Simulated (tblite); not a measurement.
C₄NiO₄, charge -1, doublet, geometry from GFN2-xTB (such geometries of metal compounds can be far from the true shape) (the multiplicity is a formal guess); GFN1-xTB (tblite).

Input for tblite:
```
$ tblite run mol.xyz --method gfn1 --charge -1 --spin 1 --grad --json tblite.json --no-restart

# file mol.xyz
9

Ni     0.06612918    -0.02978067    -0.08854965
O      2.12960836     0.41053015    -2.12588146
C      1.42481117     0.28796376    -1.21122710
O      0.56721683    -0.51832321     2.79931958
C      0.58416148    -0.64465598     1.63763823
O     -1.64509029    -1.61841372    -1.86220756
C     -0.97832311    -1.12447447    -1.05001896
O     -1.42624351     1.98804833     1.42586565
C     -0.83990758     1.27102106     0.72071123
```

Predict the main parts of the log of this tblite run.


```
xTB calculator
 | screened Coulomb repulsion
 | Coulomb electrostatics
 |  * isotropic Klopman-Ohno-Mataga-Nishimoto electrostatics
 |  * onsite third-order electrostatics
 | DFT-D3(BJ) dispersion correction

halogen bonding energy    0.0000000000000E+00 Eh
repulsion energy          2.4919087828747E-01 Eh
dispersion energy        -4.2179735035484E-03 Eh
number of electrons       5.1000000000000E+01 e
integral cutoff           3.3709794708568E+01 bohr

------------------------------------------------------------
  cycle        total energy    energy error   density error
------------------------------------------------------------
      1     -30.94422984133  -3.1189203E+01   8.1989659E-01
      2     -31.49422285704  -5.4999302E-01   4.4048042E-01
      3     -31.48866301217   5.5598449E-03   2.4737739E-01
      4     -31.37749481219   1.1116820E-01   1.8414257E-01
      5     -31.52249382401  -1.4499901E-01   5.0704052E-02
      6     -31.52852865006  -6.0348261E-03   2.9230052E-02
      7     -31.52991369450  -1.3850444E-03   2.3516089E-02
      8     -31.52997111376  -5.7419253E-05   2.3150877E-02
      9     -31.53594238763  -5.9712739E-03   3.4446420E-02
     10     -31.52998863470   5.9537529E-03   2.3392087E-02
     11     -31.52965779556   3.3083914E-04   2.6545349E-02
     12     -31.52694751742   2.7102781E-03   1.6736468E-01
     13     -31.52636181945   5.8569797E-04   2.1075331E-01
     14     -31.52821538215  -1.8535627E-03   9.6521750E-02
     15     -31.52870199020  -4.8660805E-04   6.3580849E-02
     16     -31.52869542157   6.5686369E-06   6.5968729E-02
     17     -31.52894778220  -2.5236063E-04   5.0497315E-02
     18     -31.52917364596  -2.2586376E-04   4.1017551E-02
     19     -31.52956798296  -3.9433700E-04   3.1642468E-02
     20     -31.53041774677  -8.4976382E-04   2.5362597E-02
     21     -31.53153804707  -1.1203003E-03   2.5880965E-02
     22     -31.53068983914   8.4820793E-04   2.5114347E-02
     23     -31.52948144844   1.2083907E-03   3.4350158E-02
     24     -31.52893787652   5.4357192E-04   5.3937534E-02
     25     -31.52786704927   1.0708272E-03   1.1482997E-01
     26     -31.53281592931  -4.9488800E-03   3.2472987E-01
     27     -32.02238477074  -4.8956884E-01   2.1533402E-01
     28     -49.46554567319  -1.7443161E+01   1.0089791E+00
     29     -25.27775686106   2.4187789E+01   4.1690907E+00
     30     -21.71199779572   3.5657591E+00   1.9630132E+01
     31     -21.58157318240   1.3042461E-01   4.1517924E+01
[...]
-> SCF not converged in 250 cycles
[...]
    214     -28.55827850959   1.8728295E+00   1.5530142E+00
    215     -27.60127644917   9.5700206E-01   4.0541841E+00
    216     -34.48045508719  -6.8791786E+00   2.1371418E+00
    217     -40.42333471721  -5.9428796E+00   1.7223142E+00
    218     -49.83466815775  -9.4113334E+00   6.2438019E-01
    219     -33.45323356718   1.6381435E+01   2.7334306E+00
    220     -49.07181374314  -1.5618580E+01   1.1751994E+00
    221     -23.37230748744   2.5699506E+01   5.6205600E+00
    222     -28.14672661201  -4.7744191E+00   4.1406214E+00
    223     -48.57922485975  -2.0432498E+01   2.5422671E+00
    224     -39.78797441461   8.7912504E+00   3.1111567E+00
    225     -46.72950489073  -6.9415305E+00   2.1604221E+00
    226     -34.87008785719   1.1859417E+01   3.2825729E+00
    227     -44.15203672803  -9.2819489E+00   1.8553507E+00
    228     -48.04046912002  -3.8884324E+00   1.7623595E+00
    229     -47.74813354299   2.9233558E-01   1.4739910E+00
    230     -43.53215972451   4.2159738E+00   2.0894479E+00
    231     -41.36212761815   2.1700321E+00   1.6113086E+00
    232     -43.26880769869  -1.9066801E+00   1.4903830E+00
    233     -43.50918352152  -2.4037582E-01   1.4554963E+00
    234     -32.41728653342   1.1091897E+01   1.4232288E+00
    235     -36.54768040882  -4.1303939E+00   3.2361517E+00
    236     -49.33717664420  -1.2789496E+01   2.4914482E+00
    237     -46.36761941982   2.9695572E+00   1.0405438E+00
    238     -48.06869206092  -1.7010726E+00   8.0291950E-01
    239     -49.36264346139  -1.2939514E+00   5.9364887E-01
    240     -49.61916132847  -2.5651787E-01   5.3752860E-01
    241     -50.68722273865  -1.0680614E+00   3.1516717E-01
    242     -50.68321816037   4.0045783E-03   3.4427489E-01
    243     -50.14195617752   5.4126198E-01   4.3119789E-01
    244     -50.64405827655  -5.0210210E-01   4.4031251E-01
    245     -50.05515193709   5.8890634E-01   4.5436891E-01
    246     -50.45760087050  -4.0244893E-01   3.4284806E-01
    247     -49.84807862918   6.0952224E-01   4.7454138E-01
    248     -49.46581265037   3.8226598E-01   5.5985022E-01
    249     -49.12336529388   3.4244736E-01   6.4875631E-01
    250     -48.75141828284   3.7194701E-01   7.4609249E-01
------------------------------------------------------------

electronic energy        -4.8996391187622E+01 Eh
total energy             -4.8751418282838E+01 Eh

Post processing:
 | Mayer-Wiberg bond orders

[Fatal] Singlepoint calculation failed
```

Convergence was not reached.
